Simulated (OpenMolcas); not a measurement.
# CH3BClFO (methoxychlorofluoroborane): the dipole moment, rung by rung

CH3BClFO: 8 atoms, total charge 0, spin state singlet. SMILES: `COB(F)Cl`. The shape is that of a PBE0-D4/def2-TZVP optimisation. This is one conformer, not always the lowest.

```xyz
8

C     0.6620   -0.4154    0.8046
O    -0.1223   -0.6545   -0.3475
B    -0.7824    0.2649   -1.0514
F    -1.4666   -0.1299   -2.1088
Cl   -0.8018    1.9856   -0.6585
H     1.7006   -0.6588    0.5760
H     0.3089   -1.0728    1.5997
H     0.5937    0.6237    1.1300
```

Each level gives the dipole moment (D). The values are calculated.

```json
{"level": "SVWN5/cc-pVDZ", "kind": "LDA", "program": "OpenMolcas", "value (D)": "2.35"}
{"level": "BLYP/cc-pVDZ", "kind": "GGA", "program": "OpenMolcas", "value (D)": "2.27"}
{"level": "PBE/cc-pVDZ", "kind": "GGA", "program": "OpenMolcas", "value (D)": "2.29"}
{"level": "M06-L/cc-pVDZ", "kind": "meta-GGA", "program": "OpenMolcas", "value (D)": "2.43"}
{"level": "r2SCAN/cc-pVDZ", "kind": "meta-GGA", "program": "OpenMolcas", "value (D)": "2.40"}
{"level": "BHLYP/cc-pVDZ", "kind": "global hybrid", "program": "OpenMolcas", "value (D)": "2.52"}
{"level": "M06-2X/cc-pVDZ", "kind": "hybrid meta-GGA", "program": "OpenMolcas", "value (D)": "2.47"}
{"level": "PBE0/cc-pVDZ", "kind": "global hybrid", "program": "OpenMolcas", "value (D)": "2.42"}
```

The values span 2.27 to 2.52 D. Magnitudes only.
